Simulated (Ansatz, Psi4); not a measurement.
Approach curve of the dimer C3H8 ··· COS (SMILES CCC and O=C=S). Monomers: optimised at B3LYP-D3(BJ) (def2-TZVP), held rigid. Orientation: a higher rigid-body minimum at GFN2-xTB. Only R, the distance of the centres of mass, is varied, so the lowest point isn't the relaxed dimer.

Geometry at R = 4.20 Å (first 11 atoms: monomer A):
```
14

C      1.2831     0.1352    -0.0576
C     -0.0958    -0.3469    -0.5005
C     -1.2120     0.1223     0.4290
H      2.0664    -0.2108    -0.7347
H      1.5229    -0.2301     0.9442
H      1.3258     1.2268    -0.0282
H     -0.1002    -1.4398    -0.5520
H     -0.2958     0.0060    -1.5166
H     -2.1889    -0.2325     0.0950
H     -1.2512     1.2135     0.4747
H     -1.0543    -0.2436     1.4467
O     -3.3332    -1.9179    -1.6294
C     -2.5013    -2.3883    -2.2790
S     -1.3767    -3.0242    -3.1573
```

- SAPT0/jun-cc-pVDZ, frozen core (Psi4)
- BLYP/def2-TZVP, counterpoise-corrected (Psi4)
- PBE/def2-TZVP, counterpoise-corrected (Psi4)
- CCSD(T)/aug-cc-pVDZ = Ansatz (a quantum-chemistry and plane-wave program) with CCSD(T) on RHF/aug-cc-pVDZ, frozen core, counterpoise-corrected

Cost and agreement with CCSD(T)/aug-cc-pVDZ over the 12 points of the scan, with CCSD(T)/aug-cc-pVDZ as yardstick. Costs are rough ratios of core time within Psi4 on shared cores, each with its mean field (Kohn-Sham runs search longer for lower solutions than correlated ones do); the miss is the largest difference from CCSD(T) of the interaction energy, in kJ/mol.

**Question.** Which is the cheapest of these levels that stays within 3.6 kJ/mol of CCSD(T)/aug-cc-pVDZ?

**Answer.** SAPT0/jun-cc-pVDZ.

```
level              relative cost  largest difference
-----------------  -------------  ------------------
SAPT0/jun-cc-pVDZ              1                1.59
BLYP/def2-TZVP                 5               15.25
PBE/def2-TZVP                  5                5.59
```

Costs within a factor of two of each other count as equal.
